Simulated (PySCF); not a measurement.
H₄Al (SMILES [AlH4-]), charge -1, singlet, geometry from GFN2-xTB (such geometries of metal compounds can be far from the true shape). Base run: TPSS/def2-SV(P) run with PySCF.

Input for PySCF:
```python
from pyscf import gto, scf, dft

mol = gto.Mole()
mol.atom = '''
    Al    0.000000    0.000000    0.000000
    H     1.189264   -0.207851    1.091787
    H    -1.184882    0.904432    0.653920
    H    -0.599867   -1.450317   -0.431617
    H     0.595484    0.753737   -1.314090
'''
mol.basis = 'def2-sv(p)'
mol.charge = -1
mol.spin = 0
mol.verbose = 3
mol.build()

mf = dft.RKS(mol)
mf.xc = 'tpss'
mf.kernel()
```

The base run was repeated with changes; each row names its change, and settings that it needs were set with it.

```csv
change,ΔE vs base (mEh),grid points,electrons on the grid
base,0.000,58416,18.00000
grids.level = 5,0.000,137208,18.00000
grids.prune = dft.gen_grid.sg1_prune,0.007,23672,17.99999
"grids.atom_grid = (30, 110)",-0.239,12312,17.99997
grids.level = 0,41.850,4104,17.99157
grids.prune = dft.gen_grid.treutler_prune,-0.001,51320,18.00000
grids.prune = off,0.000,95120,18.00000
grids.becke_scheme = stratmann,0.000,58416,18.00000
"grids.atom_grid = (50, 194)",-0.025,33056,17.99998
"grids.atom_grid = (75, 302)",-0.001,73008,18.00000
small_rho_cutoff = 0,0.000,58416,18.00000
```
